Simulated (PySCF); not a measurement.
All values below come from PBE-D3(BJ)/def2-TZVP // PBE0-D3(BJ)/def2-SVP (PySCF). Isolated molecules, 0 K electronic values unless said otherwise. One relaxed conformer stands for a flexible species; it need not be the lowest. Delta-SCF ions had no search for a lower state. 

Reference species (SMILES): `B[C@H]1[C@H]2C[C@H](C[C@H]2S)C1` (neutral, multiplicity 1).

The HOMO comes out as -5.54 eV. The HOMO–LUMO gap is 3.33 eV and the vertical ionisation energy (Delta-SCF) is 8.48 eV.

Changed species: `B[C@]12CC[C@](S)(CC1)C2`.

**Question.** Predict the effect on the HOMO, HOMO–LUMO gap and vertical ionisation energy (Delta-SCF).

**Answer.** the HOMO rises by 0.09 eV, to -5.45 eV; the HOMO–LUMO gap drops by 0.27 eV, to 3.06 eV; the vertical ionisation energy (Delta-SCF) decreases by 0.15 eV, to 8.33 eV.
